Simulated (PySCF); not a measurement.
**Basis and Hamiltonian dependence of the excitation energy of Cl⁺**

Cl⁺ [Ne] 3s2 3p4 (3P) → Cl⁺ [Ne] 3s2 3p3 4s1, s spin flipped. All values are computed (PySCF 2.14, energy differences of UHF-based or UKS calculations, no spin-orbit coupling). Values in eV.

```
                                                                  basis       Hamiltonian  functions     UHF     LDA    PBE0  MP2 (valence)
                                                        aug-cc-pCVTZ-DK     spin-free X2C         75  13.157  13.788  13.891         13.538
                                                          aug-cc-pwCVTZ  non-relativistic         75  13.199  13.832  13.932         13.583
                                                         aug-cc-pVQZ-DK     spin-free X2C         84  13.107  13.769  13.861         13.599
aug-cc-pV(Q+d)Z with one added diffuse shell each of s, p, d, f, g type  non-relativistic        114  13.118  13.802  13.892         13.625
```

Frozen in the all-electron rows: valence: [Ne].

In the upper determinant the s electron has its spin opposite to the other open shell, which mixes two multiplicities.
